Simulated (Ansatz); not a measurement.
`BC(=C)Br` + `[OH][GeH2][F]` → `B[O][GeH2][F]` + `C=CBr` at 400 K and 1 bar (ligand exchange at a B–C bond).

Program: Ansatz. Geometries: PBE0-D4/def2-TZVP. ΔE: electronic, gas phase. CBS: MP2 limit from def2 TZ/QZ plus the TZ coupled-cluster correction, frozen cores. For Br, Ge outer-core shells are correlated without core-valence functions, which leaves a few kJ/mol of doubt a bond. Scalar relativity is left out up to krypton. One conformer a species, not always the lowest.

```tsv
species	CCSD(T)/CBS energy (Eh)	H − E (kJ/mol)	S (J/(mol·K))
`BC(=C)Br`	-2676.58084	164.7	334.1
`[OH][GeH2][F]`	-2252.93819	106.2	313.8
`B[O][GeH2][F]`	-2278.36226	143.2	355.6
`C=CBr`	-2651.19815	129.0	292.5
```

H − E and S are ideal-gas, rigid-rotor, harmonic terms from PBE0-D4/def2-TZVP, for one conformer and one mirror image of each species. 1 Eh = 2625.50 kJ/mol, R = 8.31446 J/(mol·K).

Task: By hand: ΔE, ΔH, ΔS and ΔG.

Result: ΔE = (-2278.36226) + (-2651.19815) − (-2676.58084) − (-2252.93819) = -0.04138 Eh = -108.6 kJ/mol. Δ(H − E) = 143.2 + 129.0 − 164.7 − 106.2 = 1.3, so ΔH = -107.3 kJ/mol. ΔS = 355.6 + 292.5 − 334.1 − 313.8 = 0.2 J/(mol·K). ΔG = -107.3 − 400 × (0.2)/1000 = -107.4 kJ/mol.

Task: By hand: the equilibrium constant, and the temperature at which ΔG would vanish if ΔH and ΔS stayed fixed.

Result: log₁₀ K = −ΔG/(RT ln 10) = 14.0. ΔH and −TΔS have one sign here, so there is no such temperature. One of them is within its doubt of zero, so this could turn.

The number of gas molecules stays the same, so ΔS is small and ΔH decides. A doubt of 5 kJ/mol in ΔE shifts log₁₀ K by 0.7 here. Other conformers and mirror images would add mixing entropy, several J/(mol·K) or more a flexible species. Modes under 60 cm⁻¹, often nearly free rotors, make the harmonic entropy too high. These are equilibria of isolated gas molecules and say nothing of rates. Largest T1 diagnostic: 0.013 (customary marks: 0.02 for closed shells, 0.045 for open ones).
